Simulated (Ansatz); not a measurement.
Total energies of Se(SiH3)2 (Si₂H₆Se) from Ansatz at PBE-D4/def2-TZVP, gas phase (1 Eh = 27.2114 eV = 2625.5 kJ/mol). The reference geometry is relaxed at PBE0-D4/def2-SVP.

```json
{"state": "charge 0 singlet", "geometry": "reference", "energy (Eh)": "-2983.53210"}
{"state": "charge 1 doublet", "geometry": "reference", "energy (Eh)": "-2983.20189"}
{"state": "free Se atom (triplet)", "geometry": "–", "energy (Eh)": "-2401.12489"}
{"state": "free Si atom (triplet)", "geometry": "–", "energy (Eh)": "-289.22285"}
{"state": "free H atom (doublet)", "geometry": "–", "energy (Eh)": "-0.49962"}
```

**Question.** Work out the vertical ionisation energy to the doublet.

**Answer.** E(charge 1 doublet) − E(charge 0 singlet) = -2983.20189 − (-2983.53210) = 0.33021 Eh = 8.99 eV. For comparison, −ε of the highest occupied level is 6.00 eV at this level, 2.99 eV less.

**Question.** What is the binding energy per atom against free atoms?

**Answer.** Atoms: 1 × (-2401.12489) + 2 × (-289.22285) + 6 × (-0.49962) = -2982.56831 Eh. Binding: -2982.56831 − (-2983.53210) = 0.96379 Eh = 26.23 eV, or 2.91 eV for each of 9 atoms (no zero-point energy, no counterpoise term).
